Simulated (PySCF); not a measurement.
**Interval between two levels of Tc(2+) by level of theory**

Tc(2+) [Kr] 4d5 [6S5/2, M_J = 5/2] → Tc(2+) [Kr] 4d4 5s1 [6D9/2, M_J = 9/2], as a difference of total energies. Calculation: PySCF 2.14, in x2c-TZVPall-2c with one added diffuse shell each of s, p, d type (9s10p8d1f, 86 functions); the two-component X2C-1e Hamiltonian. Correlated levels: [Ar] 3d10 frozen; the 6 highest virtual spinors dropped. "Screened" scales the spin-orbit matrix elements by Boettger's factors to mimic the two-electron term; Breit and QED terms are absent.

| method | interval between two levels (cm⁻¹) |
| --- | --- |
| GHF (spin-free) | 47211 |
| GMP2 (spin-free) | 45689 |
| GHF (screened spin-orbit) | 48164 |
| GMP2 (screened spin-orbit) | 46683 |

The labels give the starting determinants; with spin-orbit coupling the two ends relaxed to ⟨J²⟩ = 8.75, ⟨L²⟩ = 0.02, ⟨S²⟩ = 8.74 and ⟨J²⟩ = 24.76, ⟨L²⟩ = 6.06, ⟨S²⟩ = 8.73.
